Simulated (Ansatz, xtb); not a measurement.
Breaking the Zn1–H2 bond in HIZn (SMILES [ZnH][I]) (multiplicity 1 held, fragments rigid). Energies count from the point at 1.531 Å.
Geometry at that point (charge 0, multiplicity 1):
```xyz
3

Zn     0.00000     0.00000    -1.52518
H      0.00000     0.00000    -3.05595
I      0.00000     0.00000     0.92097
```

R- and RO- levels are restricted; in cc, def2 and unpolarised 6-31G sets they are followed outwards from rest. Unrestricted levels (U-) break spin symmetry where that is lower. Active spaces are followed from a long bond inwards. Left out are points that failed, MP2 points in a non-variational dive below the minimum, coupled-cluster points behind a sign of a changed root (a jump of the amplitudes, or a one-step jump against full CI or MRCI), small-basis points behind a change of solution, and semi-empirical points at long bonds. Levels need not reach the same state.

Frozen-core correlation. Filled d and f shells under p-block atoms count as core.

Programs: Ansatz (a quantum-chemistry and plane-wave program); xtb for the GFN methods. Values without a source in brackets are computed. In def2 rows elements past Kr take small-core potentials, without spin–orbit coupling. The GFN methods have no spin term and hold the electronic entropy of 300 K.

Energies in eV.

| R (Å) | GFN2-xTB | R-HF/def2-TZVPP | U-HF/def2-TZVPP | R-MP2/def2-TZVPP | U-MP2/def2-TZVPP | FIC-MRCISD+Q on CASSCF(2,2)/def2-TZVPP |
|---|---|---|---|---|---|---|
| 1.225 | 0.61 | 1.24 | 1.24 | 0.89 | 0.89 | 1.00 |
| 1.378 | 0.03 | 0.28 | 0.28 | 0.13 | 0.13 | 0.18 |
| 1.531 | 0.00 | 0.00 | 0.00 | 0.00 | 0.00 | 0.00 |
| 1.684 | 0.17 | 0.08 | 0.08 | 0.20 | 0.20 | 0.15 |
| 1.837 | 0.43 | 0.36 | 0.36 | 0.56 | 0.56 | 0.45 |
| 2.067 | 0.87 | 0.96 | 0.96 | 1.21 | 1.21 | 1.02 |
| 2.296 | 1.32 | 1.61 | 1.57 | 1.89 | 2.03 | 1.60 |
| 2.679 | 2.04 | 2.67 | 2.10 | 2.90 | 2.83 | 2.39 |
| 3.062 | 2.66 | 3.58 | 2.30 | 3.70 | 3.12 | 2.90 |
| 3.521 | 3.23 | 4.47 | 2.38 | 4.39 | 3.24 | 3.21 |
| 4.133 | 3.70 | 5.35 | 2.41 | 4.88 | 3.28 | 3.35 |
| 4.898 | left out | 6.10 | 2.42 | 4.95 | 3.29 | 3.38 |

Doubts at one or more of the structures used: a restricted determinant that unrestricted orbitals would lower (R-HF/def2-TZVPP, R-MP2/def2-TZVPP); a spin-contaminated determinant (U-HF/def2-TZVPP, U-MP2/def2-TZVPP).
